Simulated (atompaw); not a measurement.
# What one change does to a pseudopotential (iron, PAW (atompaw))

atompaw 4.2.0.5 input, output lines left out:

```
Fe 26
GGA-PBESOL scalarrelativistic loggrid 1500 logderivrange -3 5 201
4 4 3 0 0 0
4 1 0
3 2 6
0 0 0
c
c
c
v
c
c
v
v
2
2.15 2.05 2.05 1.80
y
0.25
n
y
0.3
n
y
-0.2
n
custom polynom vanderbiltortho besselshape
bessel
1.95
1.95
2.15
2.15
2.15
2.15
```

Change: all radii scaled by about 1.03 (s 2.02, p 2.22, d 2.22 bohr); local potential bessel scheme, radius 2.12 bohr; augmentation besselshape compensation charge, radius 2.12 bohr; PAW radius 2.22 bohr; waves and projectors: custom polynom vanderbiltortho; core correction smooth core density matched at 1.86 bohr.

Cutoffs: the cutoffs (Ry, on a coarse ladder) from which the occupation-weighted sum of valence levels, in a spherical-Bessel basis at the reference potential, stays within 10 and 1 mRy of its value at 400 Ry; they do not see the model core or the augmentation charge, which bear on the density cutoff.

Task: What does the change do?

Result: The potential gets softer (21 Ry and 40 Ry → 18 Ry and 35 Ry); both files keep a bound ghost (p, s). A larger radius leaves more room for a smooth pseudo-wave, so fewer plane waves are needed.

```tsv
quantity	base	changed
cutoff, loose	21 Ry	18 Ry
cutoff, tight	40 Ry	35 Ry
loose cutoff by channel (10 mRy a level)	s 10 Ry, d 18 Ry	s 6 Ry, d 18 Ry
bound ghosts	s, p	p, s
lowest overlap eigenvalue by channel	s 0.43, p 0.69, d 0.97	s 0.37, p 0.66, d 0.97
```

 A true bound ghost makes a file unfit for plane-wave use even where its test errors are small: the radial tests pick states by their node count and pass the ghost by. The cutoffs see the waves, projectors and local potential, not the compensation charge or the core.
